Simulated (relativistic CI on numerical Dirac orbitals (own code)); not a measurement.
V3+ in a cubic cluster: 3s photoemission with charge transfer

Computed with a charge-transfer multiplet model of a cubic metal-ligand cluster with up to 2 ligand holes, Slater and spin-orbit integrals from Dirac-Coulomb-Breit ions, Slater integrals scaled by 0.9. The ground state mixes d2 with configurations of k ligand holes L, whose averages lie at kΔ + k(k − 1)U_dd/2; a core hole lowers each added d electron by U_cd. 20 K, Lorentzian 1.4 eV and Gaussian 0.8 eV FWHM.

Atomic integrals in eV (Slater integrals scaled, ζ unscaled), ground: F2dd 9.064, F4dd 5.680, zeta_d 0.024; with the core hole: F2dd 10.027, F4dd 6.323, zeta_d 0.030, G2cd 10.061.

Cluster parameters (eV): Δ = 5.9, U_cd = 7.4, 10Dq = 0.25, 10Dq(ligand) = 1.4, V(eg) = 3.45, V(t2g) = -1.85, final-state hopping factor = 0.8.

| Case | n_d | d2 | d3L | d4L2 | S |
| --- | --- | --- | --- | --- | --- |
| U_dd = 4.7 eV | 2.60 | 0.48 | 0.43 | 0.08 | 1.00 |
| U_dd = 6.1 eV | 2.58 | 0.49 | 0.43 | 0.07 | 1.00 |
| U_dd = 7.5 eV | 2.56 | 0.51 | 0.43 | 0.07 | 1.00 |

Weights, n_d and S are thermal averages at 20 K. Binding energies count from the first peak over 30 % of the highest in each spectrum, which can be another peak from case to case. The parameters are a model scan and need not match a compound or its usual spin state. Peaks in eV (height, largest 100):
- U_dd = 4.7 eV: 0.0 (100), 6.0 (57), 8.7 (22), 12.3 (11), 17.9 (6)
- U_dd = 6.1 eV: 0.0 (100), 6.1 (56), 8.7 (19), 12.5 (9), 17.9 (6)
- U_dd = 7.5 eV: 0.0 (100), 6.0 (54), 8.7 (17), 10.7 (10), 18.0 (6)

Curve for U_dd = 6.1 eV (points under 2 left out, the grid thinned):

E (eV), Intensity and a bar:
```
     -3.2        5.9 #
     -2.7        8.0 ##
     -2.1       12.6 ###
     -1.6       20.4 ######
     -1.1       36.8 ###########
     -0.6       67.9 ####################
      0.0      100.0 ##############################
      0.5       81.3 ########################
      1.0       46.9 ##############
      1.6       23.8 #######
      2.1       15.8 ####
      2.6       11.9 ###
      3.2       10.1 ##
      3.7       10.4 ###
      4.2       12.8 ###
      4.7       18.8 #####
      5.3       34.9 ##########
      5.8       52.1 ###############
      6.3       53.0 ################
      6.9       33.4 ##########
      7.4       21.6 ######
      7.9       18.0 #####
      8.5       19.0 #####
      9.0       18.6 #####
      9.5       15.0 ####
     10.0       11.8 ###
     10.6       10.5 ###
     11.1       10.2 ##
     11.6        9.4 ##
     12.2        8.9 ##
     12.7        8.9 ##
     13.2        7.8 ##
     13.7        5.8 #
     14.3        4.0 #
     14.8        3.2 
     15.3        2.8 
     15.9        2.9 
     16.4        3.5 
     16.9        4.4 #
     17.5        5.8 #
     18.0        6.1 #
     18.5        5.3 #
     19.0        4.1 #
     19.6        2.8 
     20.1        2.1
```

For the case U_dd = 6.1 eV, Δ = 5.9 eV is smaller than U_dd = 6.1 eV, the charge-transfer side of the Zaanen-Sawatzky-Allen scheme. With the core hole the average of the configuration with one ligand hole lies at Δ − U_cd = -1.5 eV before mixing: the effective hopping of about 5.9 eV (from the holes of the mixed ground state) is comparable with this gap or larger, so the configurations mix strongly.

Without intra-shell correlation the exchange splitting of the 3s hole comes out too large.
